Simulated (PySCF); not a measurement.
C5H7N, SMILES C#C/C=N/CC.

Coordinates come from a PBE-D3(BJ)/def2-SVP optimisation. The structure was generated by enumeration; whether it is a known compound was not checked. The values are those of a single conformer.

Level of theory: PBE-D3(BJ)/def2-SVP in PySCF 2.14.0.

Harmonic, unscaled wavenumbers; measured fundamentals usually lie a few per cent lower.

**Question.** List the normal modes with their intensities. (Estimate from the structure and the level; the computed values follow.)

**Answer.** 
```tsv
mode	ν (cm⁻¹)	IR (km/mol)	moving atoms (share of kinetic energy)
1	91	6.1	C 41 %, N 37 %, H 22 %
2	136	1.6	C 66 %, H 24 %, N 9 %
3	162	2.0	C 55 %, H 41 %
4	244	1.2	H 77 %, C 21 %
5	350	9.6	C 53 %, H 29 %, N 18 %
6	413	5.9	C 52 %, H 29 %, N 19 %
7	481	1.0	C 71 %, H 15 %, N 14 %
8	569	3.1	C 75 %, H 13 %, N 12 %
9	655	37.5	H 79 %, C 21 %
10	659	32.4	H 77 %, C 23 %
11	792	3.0	H 89 %, C 10 %
12	895	5.2	H 46 %, C 33 %, N 21 %
13	931	3.1	H 63 %, C 33 %
14	993	18.3	C 71 %, H 24 %
15	1061	4.1	C 61 %, H 32 %
16	1084	8.5	H 43 %, C 42 %, N 15 %
17	1130	21.2	H 49 %, C 39 %, N 13 %
18	1231	0.3	H 88 %, C 10 %
19	1299	26.7	H 79 %, C 18 %
20	1325	9.5	H 72 %, C 21 %
21	1342	12.7	H 70 %, C 27 %
22	1406	16.1	H 96 %
23	1410	4.0	H 95 %
24	1433	3.5	H 93 %
25	1659	46.9	C 55 %, N 42 %
26	2151	8.8	C 91 %, H 9 %
27	2874	74.6	H 94 %
28	2888	45.3	H 92 %
29	2976	12.1	H 92 %
30	2979	24.1	H 96 %
31	3071	17.3	H 91 %, C 9 %
32	3080	13.7	H 90 %, C 10 %
33	3405	76.9	H 86 %, C 14 %
```
